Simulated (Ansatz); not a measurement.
`[NH2][GeH2][F]` + H₂ → `[NH2][GeH3]` + H–F  (hydrogenolysis of a Ge–F bond)

Isolated molecules relaxed with PBE0-D4/def2-TZVP in Ansatz; ΔE leaves out vibrations. CCSD(T)/CBS is the MP2 limit (def2-TZVPP, def2-QZVPP) plus CCSD(T) − MP2 in def2-TZVPP, frozen cores. This one scheme is used for every species. DFT in def2-TZVPP. HSE06 is defined as in plane-wave codes. For Ge outer-core shells are correlated without core-valence functions, which leaves a few kJ/mol of doubt a bond. Scalar relativity is left out up to krypton. Each species was taken in one conformer, which may not be the lowest.

Is it downhill or uphill in electronic energy at CCSD(T)/CBS, and by how much? (An estimate is asked.)

Ansatz gave: Uphill: ΔE = +0.61 eV.

What do these levels give: PBE-D4, r2SCAN-D4, B97M-V, r2SCANh-D4, HSE06-D4, BLYP, PBE0, r2SCAN0, RPA@PBE/def2-TZVPP, HF/def2-SVP, SCS-MP2/def2-TZVPP, MP2/def2-QZVPP? (Best estimate.)

Ansatz gave: PBE-D4 0.63, r2SCAN-D4 0.72, B97M-V 0.67, r2SCANh-D4 0.69, HSE06-D4 0.58, BLYP 0.71, PBE0 0.57, r2SCAN0 0.65, RPA@PBE/def2-TZVPP 0.61, HF/def2-SVP 0.62, SCS-MP2/def2-TZVPP 0.68, MP2/def2-QZVPP 0.66 eV.

Largest T1 diagnostic among the species: 0.011.

Leaving LDA and LC-ωPBE aside and taking each functional with its dispersion term where it has one, the values, not all of them listed here, spread over 0.15 eV, from HSE06-D4 to BLYP-D4. LDA lies −0.05 eV from PBE without D4. From PBE to PBE0 (25 % exact exchange), in def2-TZVPP and without D4, ΔE moves by −0.05 eV.
